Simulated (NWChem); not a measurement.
hexafluorodisilane (Si$_{2}$F$_{6}$); SMILES F[Si](F)(F)[Si](F)(F)F

```xyz
8

F      0.3886    -1.4468     1.7195
Si     0.0000     0.0000     1.1580
F      1.0587     1.0599     1.7195
F     -1.4473     0.3869     1.7195
Si     0.0000     0.0000    -1.1580
F      1.4496    -0.3781    -1.7195
F     -1.0522    -1.0663    -1.7195
F     -0.3974     1.4444    -1.7195
```
Atoms are numbered in this order, from 1.

Level: PBE0/def2-SVP (NWChem), optimised geometry, unscaled harmonic frequencies. 

```csv
frequency (cm⁻¹),IR intensity (km/mol)
22,0.0
90,4.2
90,4.2
186,0.0
186,0.0
214,0.0
292,30.5
292,30.5
322,0.0
322,0.0
384,222.0
535,0.0
820,239.9
911,0.0
994,0.0
994,0.0
1004,306.0
1004,306.0
```

```yaml
zero_point_energy: 12.4 kcal/mol
thermal correction to the enthalpy at 298.15 K (with zero-point energy): 18.9 kcal/mol
heat capacity Cv: 29.3 cal/(mol K)
entropy at 298.15 K and 1 atm (symmetry number 6): 95.5 cal/(mol K)
dipole_moment: 0.00 D
```

Rigid rotor and harmonic oscillator; modes under 100 cm⁻¹ make the entropy uncertain.
